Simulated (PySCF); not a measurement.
## Energy of Tc²⁺ (technetium, charge +2) between two integer charges

The 4d alpha orbital of [Kr] 4d5 is emptied in steps (occupation f), with all orbitals relaxed, ending at [Kr] 4d4. Calculation: PySCF 2.14, in def2-TZVPPD with the def2 core potential (28 electrons) (6s4p3d2f1g, 56 functions); a scalar-relativistic core potential. The exact energy is a straight line in f; departures are measured from the line between the end points of the same method.

```
  f  BLYP (eV)
  1      0.000
0.8     -0.986
0.6     -1.487
0.4     -1.493
0.2     -1.000
  0      0.000
```

```json
{"method": "BLYP", "E(f=0) − E(f=1) (eV)": "29.609", "−ε at f=1 (eV)": "23.477", "−ε at f=0.4 (eV)": "30.822"}
```

Orbital energy along the path (eV):

| f | BLYP |
| --- | --- |
| 1 | -23.477 |
| 0.8 | -25.884 |
| 0.6 | -28.335 |
| 0.4 | -30.822 |
| 0.2 | -33.338 |
| 0 | -35.878 |

Reference removal energy between the ground levels: 29.55 eV (semi-empirical (NIST evaluation); NIST Atomic Spectra Database, ionization energies). The calculation has no spin-orbit coupling. The determinant left behind need not be the lowest term of the ion.
